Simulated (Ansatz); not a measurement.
Consider the atomization: `C[CH2][Al][Br]`• → Al• + Br• + 2 C• + 5 H•.

Program: Ansatz. Geometries: PBE0-D4/def2-TZVP. ΔE: electronic, gas phase. CCSD(T)/CBS is the MP2 limit (def2-TZVPP, def2-QZVPP) plus CCSD(T) − MP2 in def2-TZVPP, frozen cores. This one scheme is used for every species, atoms too. For atomizations the MP2-based limit and the directly extrapolated one differ by several kJ/mol either way, and by 10 to 25 for some Ge, Se and Sn compounds, so smaller differences from it don't rank the levels. Functionals use def2-TZVPP. Open shells (•) are unrestricted, without spin–orbit coupling. Spin–orbit coupling would lower the free atoms: a little for Al, C; clearly for Br. For Br outer-core shells are correlated without core-valence functions, so the limit isn't a true one: a few kJ/mol of doubt a bond, and 10 to 20 or more in all where bonds break to atoms. Scalar relativity is left out up to krypton. Each species was taken in one conformer, which may not be the lowest.

**Question.** What is ΔE at CCSD(T)/CBS? (An estimate is asked.)

**Answer.** Ansatz gave: +32.34 eV.

**Question.** What do these levels give: PBE-D4, BLYP-D4, r2SCAN-D4, B97M-V, PBE0-D4, BHLYP-D4, CAM-B3LYP-D4, ωB97M-V, PBE-QIDH, PBE0, MP2/def2-TZVPP, CCSD/def2-TZVPP? (Best estimate.)

**Answer.** Computed: PBE-D4 32.84, BLYP-D4 32.03, r2SCAN-D4 32.62, B97M-V 32.41, PBE0-D4 32.54, BHLYP-D4 31.65, CAM-B3LYP-D4 32.33, ωB97M-V 32.27, PBE-QIDH 32.35, PBE0 32.37, MP2/def2-TZVPP 32.01, CCSD/def2-TZVPP 31.14 eV.

Largest T1 diagnostic among the species: 0.018.

At CCSD(T), def2-SVP lies −1.48 eV from the extrapolated value and def2-TZVPP −0.79 eV: correlation converges slowly with the basis, and small sets miss more of it in the bonded molecule than in its fragments. From PBE to PBE0 (25 % exact exchange), in def2-TZVPP and without D4, ΔE moves by −0.28 eV: exact exchange takes away binding that semilocal exchange gives to molecules. Leaving LDA and LC-ωPBE aside and taking each functional with its dispersion term where it has one, the values spread over 1.20 eV, from BHLYP-D4 to PBE-D4. LDA lies +3.81 eV from PBE without D4, its usual overbinding.
